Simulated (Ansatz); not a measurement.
Ideal-gas functions of H₃NO₂SW (`[NH2][W](=[O])([OH])=[S]`) at 500 K and 1 bar, from an Ansatz frequency run at PBE0-D4/def2-TZVP.

Molar mass 264.94 g/mol, point group C1 (symmetry number 1), electronic degeneracy 1, moments of inertia 153.86, 230.194, 250.533 u Å². Harmonic wavenumbers (cm⁻¹, unscaled): 166, 189, 201, 218, 238, 282, 356, 471, 550, 619, 678, 720, 729, 1035, 1543, 3582, 3684, 3903.

Use S(trans) = R[1.5 ln M + 2.5 ln T − 1.1517]; rotational temperatures θ = 24.2544 K / I; S(rot) = R[ln(√π/σ · √(T³/θAθBθC)) + 1.5]; for each mode x = 1.438777 ν̃/T, S = R[x/(eˣ − 1) − ln(1 − e⁻ˣ)] and H = RT x/(eˣ − 1); 1 cm⁻¹ = 0.0119627 kJ/mol; R = 8.31446 J/(mol·K).

Q: By hand: the entropy, in J/(mol·K).

A: Translation 189.2. Rotation: θ = 0.1576, 0.1054, 0.0968 K, giving 121.5. Vibration, mode by mode: 14.54, 13.48, 12.98, 12.33, 11.62, 10.28, 8.47, 6.40, 5.31, 4.53, 3.96, 3.60, 3.53, 1.76, 0.54, 0.00, 0.00, 0.00, in all 113.3. Electronic 0.0. Sum 424.0 J/(mol·K).

Q: By hand: H − E and G − E in kJ/mol, counted from the electronic energy.

A: Zero-point energy ½ × 19164 × 0.0119627 = 114.6; thermal vibration 30.3; translation, rotation and pV give 4 RT = 16.6. H − E = 161.5 kJ/mol, and G − E = 161.5 − 500 × 424.0/1000 = -50.5 kJ/mol.

Vibration gives 27 % of the entropy. The sum counts one conformer and one mirror image; others add a mixing term.
